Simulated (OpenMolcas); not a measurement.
**Pt2+: ligand-field states by method**

Pt2+ with 4 ligands (chloride) in tetrahedral coordination (Td) at 2.36 Å. A charge of +0.5 e stands 3.2 Å behind each ligand. Ligand basis ANO-RCC-VDZP.
```
Pt    0.0000    0.0000    0.0000
Cl    1.3625    1.3625    1.3625
Cl    1.3625   -1.3625   -1.3625
Cl   -1.3625    1.3625   -1.3625
Cl   -1.3625   -1.3625    1.3625
```

- Program: OpenMolcas
- Basis: ANO-RCC-VTZP [8s7p5d3f1g]
- Scalar Hamiltonian: DKH2, point nucleus
- Active space: 8 electrons in 5 orbitals (5d)
- State averaging: 2S+1 = 3 even, 10 roots; 2S+1 = 1 even, 15 roots
- Spin-orbit coupling: state interaction with AMFI integrals over the reference wave functions

I. CASSCF
II. SS-CASPT2, IPEA 0.25 Eh, imaginary shift 0.1 Eh (the 44 lowest orbitals frozen, all others correlated)

Spin-free states (labels of Td) in cm-1, each column counted from its own energy of the first state listed:

```csv
State,Degeneracy,I,II
3T1,3,0,0
3T2,3,5843,6650
1E,2,9042,4460
1T2,3,10301,5040
3A2,1,12442,15540
3T1,3,15213,12480
```

From I to II, I's first state of the same spin (3T2) moves from 5843 to 6650 cm-1, by about +810 cm-1.

From I to II, I's first state of another spin (1E) moves from 9042 to 4460 cm-1, by about -4600 cm-1.

I: A least-squares ligand-field fit to the states below 45000 cm-1, each weighted by its degeneracy and with a free common offset, gives 10Dq = -7084 cm-1 (negative for this site), B = 674 cm-1 and C = 2781 cm-1 (C/B = 4.12), with an rms deviation of 349 cm-1. The same method and metal basis give the free ion B = 865 cm-1 (fit to its terms below 60000 cm-1, rms deviation 8 cm-1), so the nephelauxetic ratio is β = 674 / 865 = 0.78; it hangs on how both fits weigh the states, and computed free-ion B values tend to be too large, so β mixes covalency with correlation.

χT at 300 K: I 1.00, II 0.85 cm3 K/mol.

The states above are spin-free; spin-orbit coupling is strong here and shifts and splits them by thousands of cm-1.

Roots that are degenerate in the reference are averaged as groups; the widest CASPT2 spread within a group is 450 cm-1 (the 3-fold group of multiplicity 3 near 6650 cm-1 above the lowest state of its run, II). Shifts and gaps below about the spread of the groups concerned are not significant. Over all roots computed the reference weight is 0.69 to 0.71 in II; a low but even weight reflects the number of correlated electrons. An orbital triplet at a regular site is open to Jahn-Teller coupling, which can distort the site and quench the lowest spin-orbit gaps and is left out. Real 4d8 and 5d8 ions are as a rule square planar and diamagnetic. The least metal-like active orbital is 82 % on the metal (Löwdin) and no ligand orbital is active, so the numbers are rough. Ligand-to-metal charge-transfer states are missing. With no ligand orbital active B as a rule stays too high, so bands that hang on it stand too high and its fall with covalency is understated. Without dynamic correlation the repulsion within the d shell is too large (B by tens of per cent), so at a given field states of lower spin stand too high (holds for I). With metal d orbitals alone the field can be off either way by tens of per cent (holds for I). These CASPT2 states fit no ligand-field parameters well, so their order and spin gaps are uncertain (holds for II). With one d shell and no ligand orbital active, 10Dq can be off by a tenth or more (holds for II). No measured value stands beside these numbers; the geometry was imposed, not optimised, and the real ion may take another.
